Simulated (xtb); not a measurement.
xtb input (GFN2-xTB):

```bash
xtb mol.xyz --gfn 2 --sp --chrg -1 --uhf 0
```
mol.xyz:
```
7

Si     0.18717400     0.31922879     0.12919250
C     -1.55607232     0.42223962     0.11288206
F      1.03905858    -1.03881122    -0.36741006
H      0.84802944     1.33184682    -0.76566127
H      0.77494051     0.45485220     1.50724376
H     -2.15657697    -0.04792029     0.88938033
H     -2.10192230     0.60788147    -0.81025965
```

Output:

```
           -------------------------------------------------
          |                Calculation Setup                |
           -------------------------------------------------

           -------------------------------------------------
          |                 G F N 2 - x T B                 |
           -------------------------------------------------

        Reference                      10.1021/acs.jctc.8b01176
      * Hamiltonian:
        H0-scaling (s, p, d)           1.850000    2.230000    2.230000
        zeta-weighting                 0.500000
      * Dispersion:
        s8                             2.700000
        a1                             0.520000
        a2                             5.000000
        s9                             5.000000
      * Repulsion:
        kExp                           1.500000    1.000000
        rExp                           1.000000
      * Coulomb:
        alpha                          2.000000
        third order                    shell-resolved
        anisotropic                    true
        a3                             3.000000
        a5                             4.000000
        cn-shift                       1.200000
        cn-exp                         4.000000
        max-rad                        5.000000

          ...................................................
          :                      SETUP                      :
          :.................................................:
          :  # basis functions                  22          :
          :  # atomic orbitals                  21          :
          :  # shells                           11          :
          :  # electrons                        20          :
          :  max. iterations                   250          :
          :  Hamiltonian                  GFN2-xTB          :
          :  restarted?                      false          :
          :  GBSA solvation                  false          :
          :  PC potential                    false          :
          :  electronic temp.          300.0000000     K    :
          :  accuracy                    1.0000000          :
          :  -> integral cutoff          0.2500000E+02      :
          :  -> integral neglect         0.1000000E-07      :
          :  -> SCF convergence          0.1000000E-05 Eh   :
          :  -> wf. convergence          0.1000000E-03 e    :
          :  Broyden damping             0.4000000          :
          :  net charge                         -1          :
          :  unpaired electrons                  0          :
          ...................................................

 iter      E             dE          RMSdq      gap      omega  full diag
   1    -10.8332797 -0.108333E+02  0.614E+00    5.09       0.0  T
   2    -10.8896266 -0.563469E-01  0.595E+00    3.63       1.0  T
   3    -10.9103527 -0.207261E-01  0.345E+00    4.25       1.0  T
   4    -10.9061584  0.419423E-02  0.201E+00    4.05       1.0  T
   5    -10.9118742 -0.571579E-02  0.571E-01    4.39       1.0  T
   6    -10.9119764 -0.102186E-03  0.179E-01    4.36       1.0  T
   7    -10.9119687  0.771435E-05  0.938E-02    4.40       1.0  T
   8    -10.9119941 -0.253774E-04  0.149E-02    4.38       2.5  T
   9    -10.9119942 -0.127547E-06  0.366E-03    4.39      10.3  T
  10    -10.9119942 -0.169252E-07  0.176E-03    4.38      21.5  T
  11    -10.9119942 -0.759654E-08  0.108E-03    4.39      34.9  T
  12    -10.9119942 -0.324110E-08  0.258E-04    4.39     146.7  T
  13    -10.9119942 -0.274088E-09  0.427E-05    4.39     885.8  T

   *** convergence criteria satisfied after 13 iterations ***

         #    Occupation            Energy/Eh            Energy/eV
      -------------------------------------------------------------
         1        2.0000           -0.5870968             -15.9757
       ...           ...                  ...                  ...
         4        2.0000           -0.2693875              -7.3304
         5        2.0000           -0.2691886              -7.3250
         6        2.0000           -0.2587968              -7.0422
         7        2.0000           -0.2230016              -6.0682
         8        2.0000           -0.1991118              -5.4181
         9        2.0000           -0.1716142              -4.6699
        10        2.0000           -0.0719067              -1.9567 (HOMO)
        11                          0.0892522               2.4287 (LUMO)
        12                          0.0906059               2.4655
        13                          0.1245596               3.3894
        14                          0.2332519               6.3471
        15                          0.2374160               6.4604
       ...                                ...                  ...
        21                          1.0023458              27.2752
      -------------------------------------------------------------
                  HL-Gap            0.1611589 Eh            4.3854 eV
             Fermi-level            0.0086728 Eh            0.2360 eV

 SCC (total)                   0 d,  0 h,  0 min,  0.004 sec
 SCC setup                      ...        0 min,  0.000 sec (  3.132%)
 Dispersion                     ...        0 min,  0.000 sec (  1.056%)
 classical contributions        ...        0 min,  0.000 sec (  0.587%)
 integral evaluation            ...        0 min,  0.000 sec ( 10.960%)
 iterations                     ...        0 min,  0.002 sec ( 50.713%)
 molecular gradient             ...        0 min,  0.001 sec ( 18.112%)
 printout                       ...        0 min,  0.000 sec (  2.145%)

         :::::::::::::::::::::::::::::::::::::::::::::::::::::
         ::                     SUMMARY                     ::
         :::::::::::::::::::::::::::::::::::::::::::::::::::::
         :: total energy             -10.823987845125 Eh    ::
         :: gradient norm              0.029828668377 Eh/a0 ::
         :: HOMO-LUMO gap              4.385357365979 eV    ::
         ::.................................................::
         :: SCC energy               -10.911993601164 Eh    ::
         :: -> isotropic ES            0.153400890423 Eh    ::
         :: -> anisotropic ES          0.012035923364 Eh    ::
         :: -> anisotropic XC          0.000905884179 Eh    ::
         :: -> dispersion             -0.004432440022 Eh    ::
         :: repulsion energy           0.088005756039 Eh    ::
         :: add. restraining           0.000000000000 Eh    ::
         :: total charge              -1.000000000000 e     ::
         :::::::::::::::::::::::::::::::::::::::::::::::::::::

           -------------------------------------------------
          |                Property Printout                |
           -------------------------------------------------

    * Orbital Energies and Occupations

         #    Occupation            Energy/Eh            Energy/eV
      -------------------------------------------------------------
         1        2.0000           -0.5870968             -15.9757
         2        2.0000           -0.4222689             -11.4905
         3        2.0000           -0.2948115              -8.0222
         4        2.0000           -0.2693875              -7.3304
         5        2.0000           -0.2691886              -7.3250
         6        2.0000           -0.2587968              -7.0422
         7        2.0000           -0.2230016              -6.0682
         8        2.0000           -0.1991118              -5.4181
         9        2.0000           -0.1716142              -4.6699
        10        2.0000           -0.0719067              -1.9567 (HOMO)
        11                          0.0892522               2.4287 (LUMO)
Note: The following floating-point exceptions are signalling: IEEE_DENORMAL
normal termination of xtb
        12                          0.0906059               2.4655
        13                          0.1245596               3.3894
        14                          0.2332519               6.3471
        15                          0.2374160               6.4604
        16                          0.3976566              10.8208
        17                          0.5217653              14.1980
        18                          0.5934856              16.1496
        19                          0.8510734              23.1589
        20                          0.9793322              26.6490
        21                          1.0023458              27.2752
      -------------------------------------------------------------
                  HL-Gap            0.1611589 Eh            4.3854 eV
             Fermi-level            0.0086728 Eh            0.2360 eV

     #   Z          covCN         q      C6AA      α(0)
     1  14 Si       3.398     0.423   109.103    20.574
     2   6 C        2.736    -0.343    37.752    10.060
     3   9 F        0.703    -0.411    13.670     4.366
     4   1 H        0.904    -0.246    15.089     6.077
     5   1 H        0.904    -0.246    15.089     6.077
     6   1 H        0.925    -0.089     5.180     3.559
     7   1 H        0.925    -0.089     5.180     3.559

 Mol. C6AA /au·bohr⁶  :       1039.194927
 Mol. C8AA /au·bohr⁸  :      31492.636610
 Mol. α(0) /au        :         54.271408

Wiberg/Mayer (AO) data.
largest (>0.10) Wiberg bond orders for each atom

 ---------------------------------------------------------------------------
     #   Z sym  total        # sym  WBO       # sym  WBO       # sym  WBO
 ---------------------------------------------------------------------------
     1  14 Si   4.161 --     2 C    1.591     3 F    0.867     5 H    0.840
                             4 H    0.840
     2   6 C    3.665 --     1 Si   1.591     7 H    0.979     6 H    0.979
     3   9 F    0.981 --     1 Si   0.867
     4   1 H    0.939 --     1 Si   0.840
     5   1 H    0.939 --     1 Si   0.840
     6   1 H    0.992 --     2 C    0.979
     7   1 H    0.992 --     2 C    0.979
 ---------------------------------------------------------------------------

Topologies differ in total number of bonds
Writing topology from bond orders to xtbtopo.mol

molecular dipole:
                 x           y           z       tot (Debye)
 q only:        0.309      -0.137      -0.043
   full:        0.575      -0.334      -0.110       1.714
molecular quadrupole (traceless):
                xx          xy          yy          xz          yz          zz
 q only:       -5.191       2.318       2.336       0.635      -0.139       2.855
  q+dip:       -3.437       3.999       0.108       1.311      -1.291       3.330
   full:       -4.729       4.182       0.525       1.309      -1.491       4.204

           -------------------------------------------------
          | TOTAL ENERGY              -10.823987845125 Eh   |
          | GRADIENT NORM               0.029828668377 Eh/α |
          | HOMO-LUMO GAP               4.385357365979 eV   |
           -------------------------------------------------

------------------------------------------------------------------------
------------------------------------------------------------------------
 total:
 SCF:
```

It need not be the lowest isomer of its formula. Whether it binds its extra electron was not tested at this geometry.
